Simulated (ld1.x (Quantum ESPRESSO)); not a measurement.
What one change does to a pseudopotential (Co (Z = 27), TM)

```
Element                 : Co (Z = 27)
Generator               : ld1.x (Quantum ESPRESSO) 7.5
Type                    : norm-conserving Troullier–Martins (Kleinman–Bylander form)
Functional              : PBE
Relativity              : scalar-relativistic
Frozen core             : [Ne] 3s2
Valence charge          : 15
Reference configuration : 3p6 3d7 4s1 4p0 (charge +1)
Partial waves           : 4s (bound): rc 2.25 bohr; 3d (bound): rc 1.10 bohr; 3p (bound): rc 1.15 bohr
Local potential         : the p channel
Core correction         : none
```

Change: core correction a·sin(br)/r model core inside 0.54 bohr.

Cutoffs: the cutoffs (Ry, on a coarse ladder) from which the occupation-weighted sum of valence levels, in a spherical-Bessel basis at the reference potential, stays within 10 and 1 mRy of its value at 400 Ry; they do not see the model core or the augmentation charge, which bear on the density cutoff. Errors are all-electron minus pseudo energies relative to the spin-unpolarised reference configuration.

Q: How do hardness, ghosts and transferability respond?

A: The potential gets neither clearly harder nor softer (180 Ry and 260 Ry → 180 Ry and 260 Ry); both files keep a bound ghost (s); of the 7 tests that both files solve, the error grows in 3 and shrinks in 2 by more than 15 % and 0.3 meV (median size 43.9 → 29.7 meV). A model core, the more so a compact one, raises the density cutoff, which this test does not measure.

```tsv
quantity	base	changed
cutoff, loose	180 Ry	180 Ry
cutoff, tight	260 Ry	260 Ry
bound ghosts	s	s
error for 3p6 3d7 4s2 4p0, meV [ΔE -9.03 eV]	-1.7	-4.1
error for 3p6 3d7 4s0 4p0, meV [ΔE 16.79 eV]	-7.2	-15
error for 3p6 3d6 4s0 4p0, meV [ΔE 52.66 eV]	+67	+30
error for 3p6 3d7 4s0 4p2, meV [ΔE -0.05 eV]	+44	+43
error for 3p6 3d8 4s1 4p0, meV [ΔE -10.23 eV]	-9.3	-14
error for 3p6 3d8 4s0 4p0, meV [ΔE -2.56 eV]	-55	-61
error for 3p6 3d5 4s0 4p0, meV [ΔE 108.01 eV]	+147	+31
s: phases at 2.46 bohr within 0.05 rad from the reference energy up to (Ry; the scan ends near 5)	2.7	2.7
p: phases at 2.46 bohr within 0.05 rad from the reference energy up to (Ry; the scan ends near 5)	to the end of the scan	to the end of the scan
d: phases at 2.46 bohr within 0.05 rad from the reference energy up to (Ry; the scan ends near 5)	to the end of the scan	to the end of the scan
```

Changed file: These tests converged, but a pseudo level misses the all-electron one widely, so the file describes the atom poorly there or has found another state: 3p6 3d5 4s0 4p0: empty 4s by 4.9 eV (a node warning on the way). A true bound ghost makes a file unfit for plane-wave use even where its test errors are small: the radial tests pick states by their node count and pass the ghost by.
